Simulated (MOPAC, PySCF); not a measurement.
[Zn(F)(Br)], neutral singlet in the gas phase. 

Cartesian coordinates (Å):
```xyz
3

Zn     0.0397    -0.0117    -0.0029
F     -1.6655     0.3029    -0.1977
Br     2.2154    -0.4159     0.2416
```
Charge 0, multiplicity 1.

All levels are single points at this geometry (TPSS-D3(BJ)/def2-SVP); Pople sets use spherical d functions. Orbital energies aren't observables, and empty levels follow the basis.

```tsv
level	HOMO (eV)	LUMO (eV)	gap (eV)	dipole (D)	vertical IE, Delta-SCF (eV)
B3LYP-D3(BJ)/def2-TZVP in PySCF	-8.61	-2.28	6.33	0.99	–
PBE-D3(BJ)/def2-TZVP in PySCF	-7.58	-2.85	4.73	0.93	–
TPSSh-D3(BJ)/def2-TZVP in PySCF	-8.17	-2.30	5.87	0.87	–
B3LYP/6-311+G** (LANL2DZ on Br, Zn) in PySCF	-8.61	-2.50	6.12	0.90	–
B3LYP/LANL2DZ in PySCF	-8.57	-2.53	6.04	0.50	–
PM3 in MOPAC	-12.38	-2.27	10.11	0.59	–
```
